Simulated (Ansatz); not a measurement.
Basis sets compared for NaPb2⁻ (the lowest singlet isomer of a short search). The state is a singlet with charge -1. Geometry B3LYP-D4/def2-TZVPD. Ansatz on 4 threads of Arm Neoverse V2 on a shared host; times are rough, and most runs start from earlier orbitals.

| atom | x (Å) | y (Å) | z (Å) |
| --- | --- | --- | --- |
| Na1 | -1.737 | -0.613 | -0.152 |
| Pb2 | 0.953 | -0.253 | 1.367 |
| Pb3 | 0.784 | 0.866 | -1.214 |

In the def2 sets Pb takes a core potential; there is no spin–orbit coupling. At PBE-D4/def2-SVPD, PBE-D4/def2-TZVPD the highest occupied level of the charge -1 singlet lies above zero (up to 0.42 eV). By energy differences its removal costs 1.41 eV (vertical, to the charge 0 doublet, at PBE0-D4/def2-TZVPD). The structure comes from a short search, and lower isomers may exist.

```csv
level,functions,energy (Eh),HOMO (eV),LUMO (eV),wall time
PBE-D4/def2-SVPD,82,-548.0200,0.42,1.20,0.8 s
PBE0-D4/def2-SVPD,82,-547.9668,-0.11,1.58,1.1 s
```

Estimate the rows for PBE-D4/def2-TZVPD, PBE0-D4/def2-TZVPD.


| level | functions | energy (Eh) | HOMO (eV) | LUMO (eV) | wall time |
| --- | --- | --- | --- | --- | --- |
| PBE-D4/def2-TZVPD | 147 | -548.0941 | 0.33 | 1.15 | 1.4 s |
| PBE0-D4/def2-TZVPD | 147 | -548.0372 | -0.19 | 1.52 | 2 s |
